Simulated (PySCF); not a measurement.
# Working out the ionisation energy of V²⁺

V²⁺ [Ar] 3d3 (4F) → V³⁺ [Ar] 3d2 (3F). Calculation: PySCF 2.14, in cc-pVTZ (7s6p4d2f1g, 68 functions); no relativity, point nucleus. Frozen: [Ar]. Energies in hartree (1 hartree = 27.21139 eV):

| part | V²⁺ (lower) | V³⁺ (upper) |
| --- | --- | --- |
| UHF | -942.186783 | -941.144949 |
| MP2 opposite-spin | 0.000000 | 0.000000 |
| MP2 same-spin | -0.017912 | -0.004261 |

Q: What does Hartree-Fock give?

A: (-941.144949) − (-942.186783) = 1.041834 hartree = 28.350 eV.

Q: What do MP2 and SCS-MP2 (6/5 opposite-spin, 1/3 same-spin) give?

A: The opposite-spin parts differ by 0.000 eV and the same-spin parts by 0.371 eV. MP2: 28.350 + (0.000) + (0.371) = 28.721 eV. SCS-MP2: 28.350 + 1.2 × (0.000) + (0.371)/3 = 28.474 eV.

Reference: 29.311 eV (measured; NIST Atomic Spectra Database, ionization energies), between the lowest levels; spin-orbit coupling is absent from the calculation.

The calculation is non-relativistic.

What remains against the reference includes basis incompleteness, the frozen core and correlation beyond second order.
